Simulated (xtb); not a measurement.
C4H9, doublet, at a GFN2-xTB geometry, atoms displaced at random by about 0.02 Å a coordinate. Base run: GFN2-xTB run with xtb.

xtb was given this input:
```
$ xtb mol.xyz --gfn 2 --uhf 1 --opt --json

# file mol.xyz
13

C      0.81476373     1.73877603    -0.13922924
C      0.53524530     0.42278751     0.34463539
C     -0.73006768    -0.34753639     0.10120297
C     -0.51929566    -1.80100304    -0.20983367
H      1.85816139     1.87572475    -0.47676040
H     -1.46523505    -2.32965312    -0.32245952
H      0.59879198     2.52518583     0.62641222
H      0.17174457     1.99705660    -0.98189723
H     -0.10374374    -2.26873320     0.71895529
H      0.14390362    -1.99658449    -1.02771025
H      1.19850501    -0.05826503     1.02994342
H     -1.23680202     0.13255715    -0.83764500
H     -1.42269583    -0.18726245     0.88247631
```

Variants of this job, named by their change:

```csv
change,ΔE vs base (kcal/mol),optimiser steps
base,0.000,6
engine = inertial,0.007,-
opt level = crude,0.009,4
opt level = tight,0.000,6
opt level = loose,0.001,5
engine = lbfgs,0.000,-
opt level = vtight,-0.233,83
opt level = extreme,-0.233,83
alpb = water,-0.293,6
opt level = lax,0.001,5
```
